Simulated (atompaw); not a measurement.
W (Z = 74): one change to a PAW (atompaw) potential, before and after

W, PAW, made with atompaw 4.2.0.5 (PBEsol, scalar-relativistic). Core [Kr] 4d10 4f14, reference 5s2 5p6 5d4 6s2 6p0. Waves: 5s (bound): rc 1.30 bohr; 6s (bound): rc 2.40 bohr; 5p (bound): rc 1.75 bohr; 6p (bound, empty): rc 2.40 bohr; 5d (bound): rc 1.55 bohr; 5d channel at 4.5 Ry: rc 1.55 bohr. Local part: troulliermartins scheme with l = 3 at 0.5 Ry, radius 1.60 bohr. Core correction: smooth core density matched at 1.45 bohr. Augmentation charge: sinc compensation charge, radius 2.00 bohr; PAW radius 2.40 bohr; waves and projectors: custom rrkj vanderbiltortho.

All-electron outer shells of the reference configuration (PBEsol, scalar-relativistic, ld1.x):

| shell | level (eV) | outermost node (bohr) | outermost maximum (bohr) |
| --- | --- | --- | --- |
| 4d | -238.27 | 0.22 | 0.45 |
| 5s | -79.11 | 0.53 | 0.96 |
| 5p | -43.22 | 0.57 | 1.09 |
| 4f | -33.24 | – | 0.43 |
| 6s | -5.75 | 1.28 | 2.64 |
| 5d | -4.51 | 0.63 | 1.49 |
| 6p | -1.33 | 1.54 | 3.70 |

Change: all radii scaled by about 1.09 (s 1.42, p 1.90, d 1.68 bohr); local potential troulliermartins scheme with l = 3 at 0.5 Ry, radius 1.74 bohr; augmentation sinc compensation charge, radius 2.18 bohr; PAW radius 2.60 bohr; waves and projectors: custom rrkj vanderbiltortho; core correction smooth core density matched at 1.58 bohr.

Cutoffs: the cutoffs (Ry, on a coarse ladder) from which the occupation-weighted sum of valence levels, in a spherical-Bessel basis at the reference potential, stays within 10 and 1 mRy of its value at 400 Ry; they do not see the model core or the augmentation charge, which bear on the density cutoff.

**Question.** What does the change do?

**Answer.** The potential gets softer (40 Ry and 70 Ry → 35 Ry and 55 Ry); both files keep a bound ghost (s). A larger radius leaves more room for a smooth pseudo-wave, so fewer plane waves are needed.

| quantity | base | changed |
| --- | --- | --- |
| cutoff, loose | 40 Ry | 35 Ry |
| cutoff, tight | 70 Ry | 55 Ry |
| loose cutoff by channel (10 mRy a level) | s 21 Ry, p 25 Ry, d 30 Ry | s 21 Ry, p 21 Ry, d 30 Ry |
| bound ghosts | s | s |
| lowest overlap eigenvalue by channel | s 0.25, p 0.48, d 0.51 | s 0.19, p 0.53, d 0.38 |

 A true bound ghost makes a file unfit for plane-wave use even where its test errors are small: the radial tests pick states by their node count and pass the ghost by. The cutoffs see the waves, projectors and local potential, not the compensation charge or the core.
